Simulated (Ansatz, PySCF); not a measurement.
(2S)-2-fluorobutane (C4H9F), SMILES CC[C@H](C)F. Atoms are numbered in the order given.

```xyz
14

C      1.5344    -1.2055    -0.6077
C      0.6835     0.0431    -0.7702
C     -0.1815     0.3685     0.4338
C     -1.2675    -0.6408     0.7261
F     -0.7808     1.5967     0.2075
H      2.1917    -1.3494    -1.4776
H      0.9209    -2.1142    -0.5089
H      2.1784    -1.1405     0.2843
H      1.3266     0.9193    -0.9528
H      0.0256    -0.0471    -1.6516
H      0.4654     0.4873     1.3242
H     -0.8410    -1.6164     1.0007
H     -1.8925    -0.2929     1.5609
H     -1.9118    -0.7764    -0.1564
```

Coordinates come from a PBE0-D3(BJ)/def2-SVP optimisation. Other conformers were not sampled.

Two levels are set side by side: PBE-D3(BJ)/def2-SVP (Ansatz, a quantum-chemistry and plane-wave program) and PBE0-D3(BJ)/def2-SVP (Ansatz). Each level has its own optimised geometry; the coordinates shown are those of the second. Frequencies come from the Hessian of PySCF at each geometry. Differences are taken from unrounded values.

```json
[
 {"quantity": "mean bond length (Å)", "PBE0-D3(BJ)": "1.219"},
 {"quantity": "bond C1–C2 (Å)", "PBE0-D3(BJ)": "1.520"},
 {"quantity": "bond C2–C3 (Å)", "PBE0-D3(BJ)": "1.518"},
 {"quantity": "bond C3–C4 (Å)", "PBE0-D3(BJ)": "1.511"},
 {"quantity": "bond C3–F5 (Å)", "PBE0-D3(BJ)": "1.385"},
 {"quantity": "bond C1–H6 (Å)", "PBE0-D3(BJ)": "1.100"},
 {"quantity": "bond C1–H7 (Å)", "PBE0-D3(BJ)": "1.101"},
 {"quantity": "bond C1–H8 (Å)", "PBE0-D3(BJ)": "1.102"},
 {"quantity": "bond C2–H9 (Å)", "PBE0-D3(BJ)": "1.102"},
 {"quantity": "bond C2–H10 (Å)", "PBE0-D3(BJ)": "1.104"},
 {"quantity": "bond C3–H11 (Å)", "PBE0-D3(BJ)": "1.107"},
 {"quantity": "bond C4–H12 (Å)", "PBE0-D3(BJ)": "1.100"},
 {"quantity": "bond C4–H13 (Å)", "PBE0-D3(BJ)": "1.099"},
 {"quantity": "bond C4–H14 (Å)", "PBE0-D3(BJ)": "1.101"},
 {"quantity": "highest harmonic wavenumber (cm⁻¹)", "PBE0-D3(BJ)": "3172"},
 {"quantity": "mean harmonic wavenumber (cm⁻¹)", "PBE0-D3(BJ)": "1522"},
 {"quantity": "zero-point energy (kcal/mol)", "PBE0-D3(BJ)": "78.33"}
]
```

Q: What does PBE-D3(BJ) give, and how far is it from PBE0-D3(BJ)? (An estimate is asked for; the answer gives what the named calculation found.)

A: 
| quantity | PBE-D3(BJ) | PBE-D3(BJ) minus PBE0-D3(BJ) |
|---|---|---|
| mean bond length (Å) | 1.228 | 0.009 |
| bond C1–C2 (Å) | 1.529 | 0.009 |
| bond C2–C3 (Å) | 1.528 | 0.010 |
| bond C3–C4 (Å) | 1.520 | 0.009 |
| bond C3–F5 (Å) | 1.402 | 0.017 |
| bond C1–H6 (Å) | 1.108 | 0.008 |
| bond C1–H7 (Å) | 1.109 | 0.008 |
| bond C1–H8 (Å) | 1.110 | 0.008 |
| bond C2–H9 (Å) | 1.110 | 0.008 |
| bond C2–H10 (Å) | 1.112 | 0.008 |
| bond C3–H11 (Å) | 1.117 | 0.010 |
| bond C4–H12 (Å) | 1.108 | 0.008 |
| bond C4–H13 (Å) | 1.107 | 0.008 |
| bond C4–H14 (Å) | 1.109 | 0.008 |
| highest harmonic wavenumber (cm⁻¹) | 3080 | -92 |
| mean harmonic wavenumber (cm⁻¹) | 1473 | -50 |
| zero-point energy (kcal/mol) | 75.78 | -2.55 |

Exact exchange shortens and stiffens bonds; PBE has none. Differences between two approximate levels are no errors against the true value.
